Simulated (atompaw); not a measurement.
**What one change does to a pseudopotential (Ir (Z = 77), PAW (atompaw))**

iridium, PAW, made with atompaw 4.2.0.5 (PBE, scalar-relativistic). Core [Kr] 4d10 4f14, reference 5s2 5p6 5d6 6s0 6p0 (charge +3). Waves: 5s (bound): rc 1.40 bohr; 6s (bound, empty): rc 1.70 bohr; 5p (bound): rc 1.80 bohr; 6p (bound, empty): rc 1.80 bohr; 5d (bound): rc 1.75 bohr; 5d channel at -2.35 Ry: rc 1.80 bohr. Local part: bessel scheme, radius 1.55 bohr. Core correction: smooth core density matched at 1.60 bohr. Augmentation charge: sinc compensation charge, radius 1.35 bohr; PAW radius 1.80 bohr; waves and projectors: custom rrkj vanderbiltortho.

Change: all radii scaled by about 1.11 (s 1.56, p 2.00, d 1.94 bohr); local potential bessel scheme, radius 1.72 bohr; augmentation sinc compensation charge, radius 1.50 bohr; PAW radius 2.00 bohr; waves and projectors: custom rrkj vanderbiltortho; core correction smooth core density matched at 1.78 bohr.

Cutoffs: the cutoffs (Ry, on a coarse ladder) from which the occupation-weighted sum of valence levels, in a spherical-Bessel basis at the reference potential, stays within 10 and 1 mRy of its value at 400 Ry; they do not see the model core or the augmentation charge, which bear on the density cutoff.

Problem. What does the change do?

Solution. The potential gets softer (35 Ry and 70 Ry → 30 Ry and 50 Ry); neither file shows a bound ghost. A larger radius leaves more room for a smooth pseudo-wave, so fewer plane waves are needed.

```tsv
quantity	base	changed
cutoff, loose	35 Ry	30 Ry
cutoff, tight	70 Ry	50 Ry
loose cutoff by channel (10 mRy a level)	s 25 Ry, p 21 Ry, d 30 Ry	s 21 Ry, p 18 Ry, d 25 Ry
bound ghosts	none	none
lowest overlap eigenvalue by channel	s 0.10, p 0.11, d 0.62	s 0.46, p 0.74, d 0.73
```

 The cutoffs see the waves, projectors and local potential, not the compensation charge or the core.
